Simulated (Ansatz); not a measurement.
C$_{2}$H$_{6}$MgS$_{2}$ (SMILES C[S][Mg][S]C), singlet, geometry from GFN2-xTB (such geometries of metal compounds can be far from the true shape); PBE/3-21G (Ansatz, a program for electronic structure).

Ansatz was given this input:
Ansatz 0.2 input:
```yaml
crystal:
  periodic: [false, false, false]
  atoms:
    - {symbol: Mg, position_ang: [0.11293009, 0.15699534, 0.99741410]}
    - {symbol: S, position_ang: [-1.59135760, 0.41734260, -0.59558482]}
    - {symbol: C, position_ang: [-3.03942554, 1.04799090, 0.31763860]}
    - {symbol: H, position_ang: [-3.33775467, 0.33818893, 1.08555200]}
    - {symbol: H, position_ang: [-3.83644327, 1.15027225, -0.41482766]}
    - {symbol: H, position_ang: [-2.81484586, 2.01954161, 0.75128744]}
    - {symbol: S, position_ang: [2.19305594, -0.76629012, 0.45991374]}
    - {symbol: C, position_ang: [1.92927593, -0.67983732, -1.34151769]}
    - {symbol: H, position_ang: [0.86892544, -0.80274478, -1.57824779]}
    - {symbol: H, position_ang: [2.50205251, -1.49009957, -1.78403752]}
    - {symbol: H, position_ang: [2.29662898, 0.27513657, -1.71468387]}
basis:
  gaussian:
    orbitals: 3-21G.json
hamiltonian:
  xc: pbe
```
The basis file holds 3-21G in the JSON format of the Basis Set Exchange.

Question: Predict the main parts of the log of this Ansatz run.

Answer: 
```
Functional definition: PBE
775 factors; integrals over basis functions are off by at most 9.7e-4 eV
mean field evaluation 1: about -29113.9569 eV, gradient 5.3e1 eV
mean field evaluation 2: about -29081.2733 eV, gradient 9.7e1 eV
mean field evaluation 4: about -29121.8270 eV, gradient 6.8e0 eV
mean field evaluation 8: about -29121.9155 eV, gradient 4.2e-1 eV
mean field evaluation 16: about -29121.9161 eV, gradient 3.2e-5 eV
mean field -29121.91611883 eV, -1070.2106778234 hartree, gradient 3.2e-5 eV, S^2 0.000000; 0 other end points of the search recorded, 0 dependent functions left out
reference -29121.91616314 eV, -1070.2106794516 hartree; 31, 31 occupied and 38, 38 virtual orbitals, 775 factors
Total energy: -29121.91616314 eV, -1070.2106794516 hartree
```
